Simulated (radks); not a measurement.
Results of a calculation; reference values are marked as such.
Problem. Tc, configuration [Kr] 4d5 5s2. Code: a radial shooting solver on a logarithmic mesh with Libxc functionals. Model: Dirac Kohn-Sham, RPBE, spin-unpolarised, spherical densities, finite nucleus; open shells fill j = l - 1/2 first; Fermi nuclear charge, rms radius 4.4112 fm.

Spin-orbit splittings of the eigenvalues, e(l+1/2) - e(l-1/2), with zeta = 2 splitting/(2l+1) and mean radii in bohr:

| shell | occ. | splitting (eV) | zeta (eV) | <r> j=l-1/2 | <r> j=l+1/2 |
|---|---|---|---|---|---|
| 2p | 6 | 118.2 | 78.82 | 0.1271 | 0.1318 |
| 3p | 6 | 19.77 | 13.18 | 0.4090 | 0.4195 |
| 3d | 10 | 3.801 | 1.520 | 0.3969 | 0.4004 |
| 4p | 6 | ? | ? | 1.153 | 1.183 |
| 4d | 5 | 0.2846 | 0.1138 | 1.711 | 1.734 |
| 5p | 0 | 0.1236 | 0.08241 | 4.790 | 4.965 |

Estimate the 4p splitting.

Solution. 2.932 eV (zeta = 1.954 eV).
